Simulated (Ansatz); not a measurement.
```xyz
2

P     0.0000    0.0000   -0.8118
O     0.0000    0.0000    0.8118
```

Basis set: cc-pVTZ on O; cc-pV(T+d)Z on P (spherical functions). Correlated methods keep 6 orbitals frozen. Correlation on ROHF uses semicanonical orbitals with singles. Charge 0, multiplicity 2.

Computed with Ansatz (development build ahead of 0.2.0); the reference of a correlated method needn't be the lowest determinant of its kind.

(1) Give the atomization energy at this shape (free ground-state atoms in the same class of orbitals less the molecule, no zero-point energy) of doublet PO by ROHF-CCSD(T), UHF-BCCD(T).

Results:

(1)

```csv
method,atomization energy
ROHF-CCSD(T),513.7 kJ/mol
UHF-BCCD(T),513.0 kJ/mol
```

Caution: the reference determinant was not shown to be the lowest; the shape is not the minimum.
